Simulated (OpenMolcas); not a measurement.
Zr2+.

```yaml
Program: OpenMolcas
Method: RASSCF
Basis: ANO-RCC-VTZP [7s6p4d2f1g]
Scalar_Hamiltonian: DKH2, point nucleus
Active_space: 8 electrons in 8 orbitals (RAS1 4p, at most 2 holes; RAS2 4d)
State_averaging: 2S+1 = 3 even, 10 roots; 2S+1 = 1 even, 15 roots
Spin-orbit_coupling: RASSI with atomic mean-field integrals over the reference wave functions, term energies averaged over their components
```

Levels without dynamic correlation, in cm⁻¹ above 4d² ³F₂:

```json
{"Level": "4d² ¹D₂", "E": "8766"}
{"Level": "4d² ³P₀", "E": "9966"}
{"Level": "4d² ¹G₄", "E": "14552"}
{"Level": "4d² ¹S₀", "E": "30626"}
```

On this reference, SS-RASPT2, IPEA 0.25 Eh, imaginary shift 0.1 Eh (closed shells correlated: 4s) puts 4d² ¹D₂ at 6430 cm⁻¹.

Estimate the other levels at that method by one scale factor, and say how well it serves.

The factor is 6430 / 8766 = 0.734. Scaled values beside those that SS-RASPT2 gives and measured ones (Moore, Atomic Energy Levels, vol. II, NSRDS-NBS 35 (1971 reprint of NBS Circular 467, 1952); NIST levels as listed in Rynkun, Gaigalas and Jonsson, Astron. Astrophys. 637, A10 (2020)):
```json
{"Level": "4d² ³P₀", "Scaled": "7315", "SS-RASPT2": "8250", "Miss (%)": "-11.3", "Measured": "8062"}
{"Level": "4d² ¹G₄", "Scaled": "10681", "SS-RASPT2": "11340", "Miss (%)": "-5.8", "Measured": "11049"}
{"Level": "4d² ¹S₀", "Scaled": "22479", "SS-RASPT2": "23380", "Miss (%)": "-3.9", "Measured": "23979"}
```
For these levels the scaled values miss SS-RASPT2 by up to 11.3 %, as correlation changes each term by its own factor, spin-orbit parts do not scale and CASPT2 has its own spread within terms. This holds within one configuration; levels of others move differently, and the target method has errors of its own against measurement.

CASPT2 does not keep the components of a term degenerate, so their means are used; among the terms shown or strongly mixed into the levels shown the widest spread is 490 cm-1 (4d² ¹G, SS-RASPT2). Active for correlation alone: 4p; no level in the range computed is led by a configuration that opens it, so any true level of that kind is missing. Without dynamic correlation excited terms often stand tens of per cent too high (terms of higher spin than the ground term too low), and those without a measured partner can miss by more than the paired ones (holds for RASSCF). Measured partners are found by configuration, term and J. A level has none where our copy of the source lacks it or the pairing is in doubt (some pairs that miss far off the trend of their configuration count as doubtful), and it then counts in no deviation. Only configurations of the active space appear.
